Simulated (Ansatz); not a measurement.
Relaxation of CH6AlNOSi (11 atoms, charge 0, multiplicity 1), to a largest force component of 0.02 eV/Å in at most 50 steps.

Level of theory: RKS r2SCAN-D4/def2-SVP (Ansatz 0.2.0).

```xyz
11
Properties=species:S:1:pos:R:3
N 0.171 0.820 1.696
C -0.483 -0.442 1.438
Al -0.344 -0.917 -0.506
O -0.736 -0.679 -2.253
Si 0.821 -0.131 -2.375
H 0.090 1.055 2.714
H -0.458 1.595 1.246
H -1.515 -0.412 1.719
H 0.054 -1.197 2.075
H 0.827 1.317 -2.633
H 1.639 -1.066 -3.101
```

Question: Where does it end, and by what steps?

Answer: The run converged. After 16 steps the energy has fallen by 1.636 eV; O4 moved furthest, 0.89 Å. Joined: N1–Al3 (2.85 → 2.03 Å).

```json
{"step": "0", "energy less start (eV)": "0.0000", "largest force component (eV/Å)": "2.855", "accepted": "yes"}
{"step": "1", "energy less start (eV)": "-0.8870", "largest force component (eV/Å)": "0.996", "accepted": "yes"}
{"step": "2", "energy less start (eV)": "-1.1420", "largest force component (eV/Å)": "0.525", "accepted": "yes"}
{"step": "3", "energy less start (eV)": "-1.2376", "largest force component (eV/Å)": "0.768", "accepted": "yes"}
{"step": "4", "energy less start (eV)": "-1.3201", "largest force component (eV/Å)": "0.779", "accepted": "yes"}
{"step": "5", "energy less start (eV)": "-1.4344", "largest force component (eV/Å)": "0.719", "accepted": "yes"}
{"step": "6", "energy less start (eV)": "-1.5701", "largest force component (eV/Å)": "0.707", "accepted": "yes"}
{"step": "7", "energy less start (eV)": "-1.5665", "largest force component (eV/Å)": "0.992", "accepted": "no"}
{"step": "8", "energy less start (eV)": "-1.6206", "largest force component (eV/Å)": "0.377", "accepted": "yes"}
{"step": "9", "energy less start (eV)": "-1.6295", "largest force component (eV/Å)": "0.089", "accepted": "yes"}
{"step": "10", "energy less start (eV)": "-1.6332", "largest force component (eV/Å)": "0.053", "accepted": "yes"}
{"step": "11", "energy less start (eV)": "-1.6339", "largest force component (eV/Å)": "0.039", "accepted": "yes"}
{"step": "12", "energy less start (eV)": "-1.6346", "largest force component (eV/Å)": "0.072", "accepted": "yes"}
{"step": "13", "energy less start (eV)": "-1.6352", "largest force component (eV/Å)": "0.038", "accepted": "yes"}
{"step": "14", "energy less start (eV)": "-1.6354", "largest force component (eV/Å)": "0.028", "accepted": "yes"}
{"step": "15", "energy less start (eV)": "-1.6354", "largest force component (eV/Å)": "0.023", "accepted": "yes"}
{"step": "16", "energy less start (eV)": "-1.6355", "largest force component (eV/Å)": "0.008", "accepted": "yes"}
```

```xyz
11
Properties=species:S:1:pos:R:3
N -0.221 0.770 1.398
C -0.550 -0.719 1.577
Al 0.161 -0.413 -0.204
O -0.653 0.026 -1.713
Si 0.932 -0.137 -2.342
H 0.425 1.152 2.089
H -1.049 1.366 1.372
H -1.613 -0.873 1.811
H 0.071 -1.153 2.371
H 1.488 1.122 -2.942
H 1.074 -1.197 -3.395
```

The run took 51 s on 2 threads of Intel(R) Xeon(R) Platinum 8488C (Sapphire Rapids), with other jobs on the host, peak memory 0.22 GiB.
